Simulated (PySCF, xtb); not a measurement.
MoS₂ClBr, SMILES [S]=[Mo]([Br])([Cl])=[S], multiplicity 1.

GFN2-xTB in xtb at its own geometry gives an orbital gap of 1.79 eV and a dipole moment of 4.17 D.

Geometry optimised at B3LYP-D3(BJ)/def2-SVP. The spin state was assumed, not searched. The structure was generated by enumeration; whether it is a known compound was not checked. The def2 effective core potentials stand for the cores of Mo; spin–orbit coupling is left out.

Question: What does PBE/def2-TZVP run with PySCF give? (Estimate from the structure and the level; the computed values follow.)

Answer: gap 1.96 eV (levels -6.65 and -4.69 eV), dipole 0.38 D.
